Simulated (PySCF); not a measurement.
Radial density of Mo⁺ (molybdenum, charge +1)

B2PLYP, [Kr] 4d5, high-spin 6S determinant. All numbers are calculated (PySCF 2.14, scalar relativity by spin-free X2C-1e, in ANO-RCC-VTZP (7s6p4d2f1g, 68 functions)).

| r (bohr) | 4πr²ρ (e/bohr) | 4πr²(ρα − ρβ) |
| --- | --- | --- |
| 0.0300 | 51.62 | -0.0036 |
| 0.0505 | 44.61 | -0.0051 |
| 0.0850 | 59.94 | 0.0249 |
| 0.143 | 57.90 | 0.2348 |
| 0.240 | 41.62 | 0.5576 |
| 0.404 | 46.20 | 0.2260 |
| 0.680 | 13.82 | 0.3106 |
| 1.14 | 11.28 | 2.6556 |
| 1.92 | 3.899 | 2.3035 |
| 3.24 | 0.5056 | 0.4785 |
| 5.44 | 0.02289 | 0.0229 |
| 9.16 | 0.0001295 | 0.0001 |

Densities and radii are taken from the X2C orbitals without a picture-change correction, which distorts them close to the nucleus.

(1) Where is the radial spin density 4πr²(ρα − ρβ) most negative, and why is it negative at all?

Results:

(1) Around r = 0.0505 bohr, down to -0.0051 e/bohr: exchange with the open shell polarises the paired shells in an unrestricted calculation.
